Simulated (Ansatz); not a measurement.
These are PBE0-D3(BJ)/def2-TZVP run with Ansatz (a first-principles code) values and carry that method's errors. No frequencies were computed at this level.

Ansatz 0.2 input:
```yaml
crystal:
  periodic: [false, false, false]
  atoms:
    - { symbol: F, position_ang: [-2.156043, -1.518871, 0.002927] }
    - { symbol: C, position_ang: [-1.024234, -0.783763, 0.004774] }
    - { symbol: C, position_ang: [0.200447, -1.308353, 0.078556] }
    - { symbol: Si, position_ang: [1.431968, 0.11485, 0.046668] }
    - { symbol: C, position_ang: [-0.007083, 1.3358, -0.072903] }
    - { symbol: C, position_ang: [-1.161448, 0.662333, -0.078936] }
    - { symbol: H, position_ang: [0.368942, -2.367972, 0.142405] }
    - { symbol: H, position_ang: [2.189033, 0.24611, 1.290651] }
    - { symbol: H, position_ang: [2.279038, 0.113652, -1.145112] }
    - { symbol: H, position_ang: [0.028035, 2.410392, -0.130043] }
    - { symbol: H, position_ang: [-2.148653, 1.095823, -0.138989] }
basis:
  gaussian: { orbitals: def2-tzvp }
hamiltonian:
  xc: pbe0
  dispersion: d3bj
relax:
  max_steps: 150
```

Output:

```
Functional definition: PBE0
1364 factors; their error is unknown
mean field evaluation 1: about -14806.1941 eV, gradient 6.0e1 eV
mean field evaluation 2: about -14801.5749 eV, gradient 7.1e1 eV
mean field evaluation 4: about -14814.5796 eV, gradient 5.6e0 eV
mean field evaluation 8: about -14814.6706 eV, gradient 4.7e-1 eV
mean field evaluation 16: about -14814.6709 eV, gradient 1.2e-4 eV
mean field -14814.67086236 eV, -544.4291124471 hartree, gradient 3.0e-5 eV, S^2 0.000000; 0 other end points of the search recorded, 0 dependent functions left out
reference -14814.67089309 eV, -544.4291135765 hartree; 26, 26 occupied and 196, 196 virtual orbitals, 1364 factors
relax step   1: F+E_penalty+E_count = -14814.91357323 eV  Δ(F+E_penalty+E_count) = +0.000e0 eV  max|allowed force component| = 1.745e0 eV/Å  Δτ_max = 0.0000 Å  (32 SCF iters, accepted)
these checks for a lower state are left out or cut short: starts, cluster_reference, orbital_swaps, neighbouring_geometries, increment
1364 factors; their error is unknown
mean field -14814.74012058 eV, -544.4316576397 hartree, gradient 1.3e-5 eV, S^2 0.000000; 0 other end points of the search recorded, 0 dependent functions left out
reference -14814.74015111 eV, -544.4316587617 hartree; 26, 26 occupied and 196, 196 virtual orbitals, 1364 factors
relax step   2: F+E_penalty+E_count = -14814.98192808 eV  Δ(F+E_penalty+E_count) = -6.835e-2 eV  max|allowed force component| = 5.586e-1 eV/Å  Δτ_max = 0.0421 Å  (34 SCF iters, accepted)
these checks for a lower state are left out or cut short: starts, cluster_reference, orbital_swaps, neighbouring_geometries, increment
1364 factors; their error is unknown
mean field evaluation 32: about -14814.7467 eV, gradient 6.2e-3 eV
mean field -14814.74671609 eV, -544.4319000205 hartree, gradient 1.2e-5 eV, S^2 0.000000; 0 other end points of the search recorded, 0 dependent functions left out
reference -14814.74674656 eV, -544.4319011401 hartree; 26, 26 occupied and 196, 196 virtual orbitals, 1364 factors
relax step   3: F+E_penalty+E_count = -14814.98832145 eV  Δ(F+E_penalty+E_count) = -6.393e-3 eV  max|allowed force component| = 1.324e-1 eV/Å  Δτ_max = 0.0147 Å  (34 SCF iters, accepted)
these checks for a lower state are left out or cut short: starts, cluster_reference, orbital_swaps, neighbouring_geometries, increment
1364 factors; their error is unknown
mean field -14814.74695549 eV, -544.4319088181 hartree, gradient 1.2e-5 eV, S^2 0.000000; 0 other end points of the search recorded, 0 dependent functions left out
reference -14814.74698595 eV, -544.4319099374 hartree; 26, 26 occupied and 196, 196 virtual orbitals, 1364 factors
relax step   4: F+E_penalty+E_count = -14814.98861013 eV  Δ(F+E_penalty+E_count) = -2.887e-4 eV  max|allowed force component| = 4.745e-2 eV/Å  Δτ_max = 0.0020 Å  (36 SCF iters, accepted)
these checks for a lower state are left out or cut short: starts, cluster_reference, orbital_swaps, neighbouring_geometries, increment
1364 factors; their error is unknown
mean field -14814.74696433 eV, -544.4319091431 hartree, gradient 1.2e-5 eV, S^2 0.000000; 0 other end points of the search recorded, 0 dependent functions left out
reference -14814.74699480 eV, -544.4319102626 hartree; 26, 26 occupied and 196, 196 virtual orbitals, 1364 factors
relax step   5: F+E_penalty+E_count = -14814.98863821 eV  Δ(F+E_penalty+E_count) = -2.808e-5 eV  max|allowed force component| = 2.677e-2 eV/Å  Δτ_max = 0.0015 Å  (36 SCF iters, accepted)
these checks for a lower state are left out or cut short: starts, cluster_reference, orbital_swaps, neighbouring_geometries, increment
1364 factors; their error is unknown
mean field -14814.74697719 eV, -544.4319096156 hartree, gradient 1.2e-5 eV, S^2 0.000000; 0 other end points of the search recorded, 0 dependent functions left out
reference -14814.74700765 eV, -544.4319107350 hartree; 26, 26 occupied and 196, 196 virtual orbitals, 1364 factors
relax step   6: F+E_penalty+E_count = -14814.98865012 eV  Δ(F+E_penalty+E_count) = -1.191e-5 eV  max|allowed force component| = 7.527e-3 eV/Å  Δτ_max = 0.0005 Å  (36 SCF iters, accepted)
1364 factors; their error is unknown
mean field evaluation 64: about -14814.7470 eV, gradient 6.2e-3 eV
mean field -14814.74697719 eV, -544.4319096156 hartree, gradient 1.2e-5 eV, S^2 0.000000; 1 other end points of the search recorded, 0 dependent functions left out
reference -14814.74700765 eV, -544.4319107350 hartree; 26, 26 occupied and 196, 196 virtual orbitals, 1364 factors
Total energy: -14814.98868058 eV, -544.4407920514 hartree
Atom 0 at    -2.145225    -1.493616     0.001953 Å, force    -0.000833    -0.000918     0.000019 eV/Å
Atom 1 at    -1.006961    -0.795530     0.006052 Å, force     0.001600     0.003468    -0.000129 eV/Å
Atom 2 at     0.210319    -1.338138     0.080541 Å, force    -0.000214    -0.000569     0.000023 eV/Å
Atom 3 at     1.375904     0.103831     0.045196 Å, force    -0.001309    -0.000160    -0.000040 eV/Å
Atom 4 at    -0.005888     1.358901    -0.074115 Å, force    -0.005662    -0.004224     0.000020 eV/Å
Atom 5 at    -1.152541     0.667799    -0.078904 Å, force     0.007527     0.001359     0.000204 eV/Å
Atom 6 at     0.372440    -2.404309     0.144510 Å, force     0.000290     0.000329    -0.000007 eV/Å
Atom 7 at     2.195477     0.249038     1.277339 Å, force    -0.000280    -0.000097     0.000258 eV/Å
Atom 8 at     2.284497     0.118030    -1.131758 Å, force    -0.000261    -0.000126    -0.000266 eV/Å
Atom 9 at     0.021208     2.438973    -0.131849 Å, force    -0.000585     0.000334    -0.000040 eV/Å
Atom 10 at    -2.149229     1.095020    -0.138966 Å, force    -0.000274     0.000603    -0.000043 eV/Å
Dipole moment:     0.100908     0.201056    -0.007205 e Å
```

Cost: roughly 2.1 core-minutes.
